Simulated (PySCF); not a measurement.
diarsenic cation (As2), SMILES [As]#[As] (connectivity only; charge and spin as stated), charge +1, multiplicity 2. Geometry optimised at PBE-D3(BJ)/def2-TZVP. The multiplicity is an assumed one; other spin states were not compared.

All values below come from PBE-D3(BJ)/def2-TZVP (PySCF).

Harmonic wavenumbers (cm⁻¹): 375. Rotational constants (GHz): 2.734 (linear); symmetry number 2.

**Question.** Work out the zero-point energy and the ideal-gas rigid-rotor harmonic-oscillator thermochemistry at 298.15 K and 1 atm.

**Answer.** ZPE = ½ Σ hcν = ½ × 375 cm⁻¹ = 0.54 kcal/mol. H − E(el) = 2.82 kcal/mol. Entropy in cal/(mol K): translation 40.92, rotation 15.97, vibration 1.06, spin 1.38, total 59.33. G − E(el) = -14.87 kcal/mol. Cp = 8.48 cal/(mol K).
